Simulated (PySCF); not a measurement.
Structure problem from calculated spectra and properties.

Elements present: C, F, H and N. Monoisotopic mass: 100.0437 u.

| Quantity | Value |
| --- | --- |
| Triplet | lowest triplet excitation (Tamm–Dancoff): 4.62 eV [TDA PBE0/def2-SVPD] |
| UV, first state | lowest singlet excitation: 6.37 eV (195 nm, f = 0.127) [TDDFT PBE0/def2-SVPD] |
| Rotational structure | rotational constants A, B, C: 7.544, 2.027, 1.614 GHz [GFN2-xTB] |
| Polarisability | 59.5 au [PBE0/def2-SVPD] |
| NMR, other nuclei | isotropic shieldings of nuclei other than C and H, by class: -77 (1 N), 54 (1 N), 357 (1 F) ppm [GIAO PBE0/pcSseg-1] |
| 13C NMR | chemical shifts (computed TMS as zero) by class: 161.9 (1 C), 128.5 (1 C), 118.6 (1 C), 40.9 (1 C) ppm [GIAO PBE0/pcSseg-1] |
| Dipole | 2.79 D [PBE0/def2-SVPD] |
| 1H NMR | chemical shifts (computed TMS as zero) by class: 7.30 (1 H), 7.26 (1 H), 3.98 (3 H) ppm [GIAO PBE0/pcSseg-1] |

Gas-phase values; electronic properties from PySCF, density fitting. Levels stand in brackets. Isolated species at its GFN2-xTB geometry, gas phase. Each NMR value is the plain mean over a class of atoms that symmetry, rotation or inversion makes alike.

Task: Which formula fits the mass and the elements?

Result: C4H5FN2 (calculated 100.0437). No other formula that holds each of these elements comes within 0.0003 u with a fitting electron parity and a possible valence count.

Task: Propose a structure and show how it fits.

Result: Numbering: `[CH3:1][n:2]1[cH:3][c:4]([F:5])[cH:6][n:7]1`. Its formula, C4H5FN2, gives 3 degrees of unsaturation: 1 ring and 2 π bonds in the structure found (Kekulé form). 4 carbons fall into 4 classes; from least to most shielded: aromatic C–F carbon [C4] (161.9 ppm), aromatic CH next to a ring nitrogen [C6] (128.5 ppm), aromatic CH next to a ring nitrogen [C3] (118.6 ppm), N-methyl carbon [C1] (40.9 ppm). Hydrogen classes from least to most shielded: 1 H on an aromatic CH next to a ring nitrogen, C6 (7.30 ppm), 1 H on an aromatic CH next to a ring nitrogen, C3 (7.26 ppm), 3 H on an N-methyl carbon, C1 (3.98 ppm). The other shieldings belong to: -77 ppm, pyridine-type nitrogen [N7]; 54 ppm, pyrrole-type nitrogen [N2]; 357 ppm, aryl fluorine [F5]. The optimised geometry has point group Cs and is an asymmetric top. Structure: `n1cc(cn1C)F`. Computed isomers that give other values at the same levels: `Cn1nccc1F` (13C chemical shifts (computed TMS as zero) by class: 163.4 (1 C), 140.6 (1 C), 91.0 (1 C), 34.3 (1 C) ppm); `C/N=C\[C@H](F)C#N` (13C chemical shifts (computed TMS as zero) by class: 157.9 (1 C), 117.6 (1 C), 78.1 (1 C), 44.5 (1 C) ppm); `Cn1ccnc1F` (13C chemical shifts (computed TMS as zero) by class: 157.4 (1 C), 130.1 (1 C), 118.7 (1 C), 30.6 (1 C) ppm). The assignments are read from this structure; whether some other isomer fits the data as well wasn't checked.
